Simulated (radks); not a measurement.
Values are calculated unless marked as measured or tabulated.
Ionisation of Yb2+, [Xe] 4f14, to Yb3+, [Xe] 4f13, under several functionals. Scalar-relativistic Kohn-Sham, spin-unpolarised, spherical densities, finite nucleus; a radial shooting solver on a logarithmic mesh with Libxc functionals.

functional                                        E(Yb2+) (hartree)  Exc (hartree)  IE (eV)  -e(HOMO) (eV)  <r> HOMO (bohr)  IE error (eV)
SOGGA                                                   -14052.5574      -287.5514   26.514         17.552           0.7799         +1.461
LDA (Slater exchange, Perdew-Zunger correlation)        -14048.8157      -283.8171   26.930         17.960           0.7794         +1.877
exchange-only PBE                                       -14053.3790      -288.3137   25.280         16.442           0.7840         +0.227
TASK exchange with Perdew-Wang LDA correlation          -14056.9145      -290.6125   25.961         16.732           0.7693         +0.908
revPBE                                                  -14057.7869      -292.7954   26.512         17.558           0.7802         +1.459
PBE                                                     -14057.4516      -292.4545   26.587         17.636           0.7802         +1.534
MS2 meta-GGA                                            -14056.9838      -291.5332   26.532         17.578           0.7803         +1.479
r2SCAN                                                  -14058.9262      -292.9911   26.408         17.375           0.7769         +1.355
BP86                                                    -14059.2800      -294.2891   26.678         17.712           0.7794         +1.625
HCTH/407                                                -14065.8561      -301.2634   27.541         18.418           0.7713         +2.488
exchange-only B88                                       -14054.6386      -289.5850   25.273         16.409           0.7831         +0.220
RPBE                                                    -14057.9153      -292.9233   26.517         17.570           0.7805         +1.464

NIST Atomic Spectra Database: 25.05 eV (semi-empirical). Closest: exchange-only B88. The Delta-SCF values span 2.27 eV, the total energies 17.04 hartree. The highest occupied level is 4f. Spin polarisation and multiplet splitting are left out, so open shells lie too high by an amount that depends on their filling. Spin-orbit splitting is averaged out at the scalar-relativistic level.

Beside tabulated values, note that spin-unpolarised runs miss the spin-polarisation part of the exchange energy of open shells.
